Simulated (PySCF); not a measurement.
## BeO⁺ at UHF-CCSD(T)

Computed with UHF-CCSD(T); PySCF, no relativity, basis sets Be cc-pVDZ, O cc-pVDZ.

For BeO⁺, the state is ²Π (doublet), unpaired electrons π ↑, the bond length is 146.3 pm and the harmonic wavenumber is 1192 cm⁻¹. The force constant is 4.82 mdyn/Å and the rotational constant Be is 1.366 cm⁻¹. The anharmonicity ωexe is 8.28 cm⁻¹. The vibration–rotation constant αe is 0.0147 cm⁻¹. The well depth De to Be⁺ + O is 3.33 eV. The dissociation energy D0 is 3.26 eV.

Correlated steps freeze 1 core orbital. Correlated levels converge slowly with the basis: in double zeta they bind strong bonds too weakly, by up to about 1 eV, and carry superposition errors of some tenths. For an ion De counts to the pair picked by the measured ionisation energies or electron affinities, which need not be the lowest pair at this level. The state was picked by a PBE0 search and need not be the measured ground state.
